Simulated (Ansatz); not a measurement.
System: CBrF2 (charge 0, doublet). It need not be the lowest isomer of its formula. SMILES: [C](F)(F)Br
Geometry from a B3LYP-D3(BJ)/def2-TZVP (Ansatz, a first-principles code) optimisation:
```
C
F 1 1.3208
F 1 1.3208 2 110.14
Br 1 1.9178 2 114.13 3 -129.90
```
Charge 0, spin multiplicity 2.

### Question
Give the harmonic wavenumbers at B3LYP-D3(BJ)/def2-TZVP (Ansatz, finite differences of forces, unscaled).

### Answer
306, 320, 577, 666, 1145, 1199 cm⁻¹. Zero-point energy 6.0 kcal/mol.

### Question
From these and the geometry, give the ideal-gas thermochemistry at 298.15 K and 1 atm (rigid rotor, harmonic oscillator).

### Answer
Point group Cs, rotational symmetry number 1. Rotational constants 10.94, 2.857, 2.299 GHz. S(trans) 40.50, S(rot) 25.91, S(vib) 3.63, S(elec, spin only) 1.38, S 71.4 cal/(mol K). H(298) - H(0) 3.09 kcal/mol; G - E(el) -12.2 kcal/mol.
